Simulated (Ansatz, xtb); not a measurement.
## CH4BeSi: 4 structures ranked

4 gas-phase structures of CH4BeSi, found in a search over its isomers (lower ones may exist). Each was relaxed with GFN2-xTB:

A. `[BeH][CH2][SiH]`, a singlet
B. `[BeH][Si]C`, a triplet
C. `[CH3][Be][SiH]`, a triplet
D. `[BeH][CH]=[SiH2]`, a singlet

Task: Make a reasoned guess at their ranking by r2SCAN-D4/def2-SVP single-point energy.

Result: Calculated order at r2SCAN-D4/def2-SVP: D (0.0), A (32.5), C (45.3), B (58.3) kJ/mol.

Energies above the lowest of each column, in kJ/mol; the last columns are at BLYP-D3(BJ)/def2-SVP geometries (a dash: not run or not comparable):

```json
{"structure": "D", "GFN2-xTB": "0.0", "HF/STO-3G": "80.6", "r2SCAN-D4/def2-SVP": "0.0", "BLYP-D3(BJ)/def2-SVP": "0.0", "CCSD(T)/def2-TZVPP": "0.0"}
{"structure": "A", "GFN2-xTB": "52.0", "HF/STO-3G": "0.0", "r2SCAN-D4/def2-SVP": "32.5", "BLYP-D3(BJ)/def2-SVP": "26.4", "CCSD(T)/def2-TZVPP": "21.7"}
{"structure": "C", "GFN2-xTB": "–", "HF/STO-3G": "56.8", "r2SCAN-D4/def2-SVP": "45.3", "BLYP-D3(BJ)/def2-SVP": "77.0", "CCSD(T)/def2-TZVPP": "62.4"}
{"structure": "B", "GFN2-xTB": "–", "HF/STO-3G": "20.1", "r2SCAN-D4/def2-SVP": "58.3", "BLYP-D3(BJ)/def2-SVP": "95.6", "CCSD(T)/def2-TZVPP": "–"}
```

CCSD(T)/def2-TZVPP puts D lowest of those it was run on; HF/STO-3G picks A. Flexible structures stand in one conformer each, not always the lowest. Frequencies (BLYP-D3(BJ)/def2-SVP) were run for A, C, D alone. GFN2-xTB has no spin polarisation and isn't compared across spin states. Open shells are spin-unrestricted.

Programs: Ansatz 0.2.0, xtb 6.7.1.
